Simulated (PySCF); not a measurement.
Molecule: SMILES CC#[N+][AlH2-][F], C$_{2}$H$_{5}$AlFN.

Bonds (- single, = double, # triple, : aromatic): C1-C2 1.445 Å, C2#N3 1.151 Å, N3-Al4 2.046 Å, Al4-F5 1.687 Å. C1 carries H6, H7, H8; Al4 carries H9, H10. Formal charges: N3 +1, Al4 -1.

Geometry PBE0-D3(BJ)/def2-SVP throughout; GIAO in PySCF 2.14, gas phase, one conformer, non-relativistic; equivalent atoms averaged; basis pcSseg-2.

For orientation, PBE0 gives these shifts δ (against TMS, NH3, AlH4-, CFCl3 at the same level): C2 126.5, C1 0.5, N3 243.5, Al4 32.4, F5 -204.2, H9/H10 4.03, H6/H7/H8 2.18 ppm.

A run gave: C2 131.6, C1 1.2, N3 243.2, Al4 33.2, F5 -182.4, H9/H10 3.88, H6/H7/H8 2.13 ppm (shifts δ (against TMS, NH3, AlH4-, CFCl3 at the same level)).

Q: Which functional was used in that run?
A. LC-wPBE
B. WP04
C. B97-2
D. wB97X-D
E. BHandHLYP

A: A. C2 tells them apart best: LC-wPBE gives 131.6, wB97X-D gives 127.3, B97-2 gives 123.9, BHandHLYP gives 127.7, WP04 gives 122.2 ppm.
